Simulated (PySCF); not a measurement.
C₄H₄Cl₂, SMILES ClC1=C(Cl)CC1. Heavy atoms are numbered as in [Cl:1][C:2]1=[C:3]([Cl:4])[CH2:5][CH2:6]1. Hydrogens are named by the atom that carries them.

Geometry optimised at B3LYP-D3(BJ)/def2-SVP.

The numbers are results of HF/def2-TZVP in PySCF, not measurements.

ESP charges are fitted to the potential on shells at 1.4 to 2.0 van der Waals radii. Atomic charges (e), one atom of each kind:

```csv
atom,meta-Löwdin,Mulliken,ESP fit
Cl1,-0.04,-0.08,-0.09
C2,-0.01,-0.03,0.05
C5 (CH2),-0.15,-0.11,-0.18
H on C5,0.10,0.11,0.11
```

**Question.** Give the Mayer and Wiberg (Löwdin basis) orders of the bonds. (An estimate is asked for; the answer gives what the named calculation found.)

**Answer.** 
```tsv
bond	Mayer	Wiberg
Cl1–C2	1.12	1.74
C2–C3	1.76	1.88
C3–Cl4	1.12	1.74
C3–C5	1.01	1.17
C2–C6	1.01	1.17
C5–C6	1.02	1.10
```
